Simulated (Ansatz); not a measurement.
Reaction (ligand exchange at a Ge–C bond): `[GeH3][CH]1N=CO1` + HI → `[GeH3][I]` + `C1=NCO1`

Program: Ansatz. Geometries: PBE0-D4/def2-TZVP. ΔE: electronic, gas phase. CCSD(T)/CBS is the MP2 limit (def2-TZVPP, def2-QZVPP) plus CCSD(T) − MP2 in def2-TZVPP, frozen cores. Functionals use def2-TZVPP. B3LYP here is the variant with VWN-RPA as its local correlation; programs differ in this. Elements past krypton have def2 core potentials. For Ge, I outer-core shells are correlated without core-valence functions, which leaves a few kJ/mol of doubt a bond. Scalar relativity is left out up to krypton.

```
             level  ΔE (kJ/mol)
           PBE0-D4       -104.6
          B3LYP-D4       -100.9
            B2PLYP       -102.5
               PBE       -101.0
             B3LYP       -105.4
    MP2/def2-QZVPP       -100.9
SCS-MP2/def2-QZVPP       -101.9
    CCSD/CBS(def2)       -101.9
```

(1) What does CCSD(T)/CBS give? (Best estimate.)

Largest T1 diagnostic among the species: 0.015.

Results:

(1) Ansatz gave: -98.6 kJ/mol. The listed levels differ from it by -6.0, -2.3, -3.9, -2.4, -6.8, -2.3, -3.3, -3.3 kJ/mol.

From PBE to PBE0 (25 % exact exchange), in def2-TZVPP and without D4, ΔE moves by −6.2 kJ/mol. The D4 term adds +4.5 kJ/mol with B3LYP and +2.6 kJ/mol with PBE0; it sums over pairs of atoms, weighted by their polarisabilities, and B3LYP, whose exchange is more repulsive, gets the larger term.
